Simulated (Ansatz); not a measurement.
Born–Oppenheimer molecular dynamics of ClF2HOZr (6 atoms, charge 0, multiplicity 1). It starts from a relaxed structure.

Computed with Ansatz, RKS PBE/def2-SVP.

```yaml
ensemble: NVE (velocity Verlet)
time_step: 0.5 fs
steps_asked: 250
starting_velocities_drawn_for: 300 K
seed: 183663
```

First frame:

```xyz
6
Properties=species:S:1:pos:R:3
Zr -0.068 -0.026 -0.069
O -0.324 -0.111 1.818
H -0.457 -0.156 2.775
Cl 2.247 -0.006 -0.579
F -0.896 1.560 -0.743
F -0.900 -1.542 -0.883
```

Question: How far do the bonds stretch over the last three quarters of this one trajectory? (Pairs bonded in most of those frames.)

Answer: 
```json
{"bond": "Zr1–O2", "mean (Å)": "1.904", "spread (Å)": "0.030", "shortest": "1.86", "longest": "1.95"}
{"bond": "Zr1–Cl4", "mean (Å)": "2.369", "spread (Å)": "0.036", "shortest": "2.31", "longest": "2.42"}
{"bond": "Zr1–F5", "mean (Å)": "1.914", "spread (Å)": "0.023", "shortest": "1.88", "longest": "1.94"}
{"bond": "Zr1–F6", "mean (Å)": "1.920", "spread (Å)": "0.040", "shortest": "1.86", "longest": "1.97"}
{"bond": "O2–H3", "mean (Å)": "0.970", "spread (Å)": "0.024", "shortest": "0.93", "longest": "1.00"}
```

Mean temperature of the second half: 150 K. The conserved energy stayed within 0.2 meV per atom of its start (net change 0.013 meV per atom), so the integration is sound. Over the second half the temperature averaged 0.50 of the 300 K drawn at the start: a run that starts near a minimum puts about half its kinetic energy into the potential. A run of 0.12 ps of so small a system gives no equilibrium averages.

Time of the run: 7.4 min on 2 threads of Arm Neoverse V2, with other jobs on the host, peak memory 0.13 GiB.
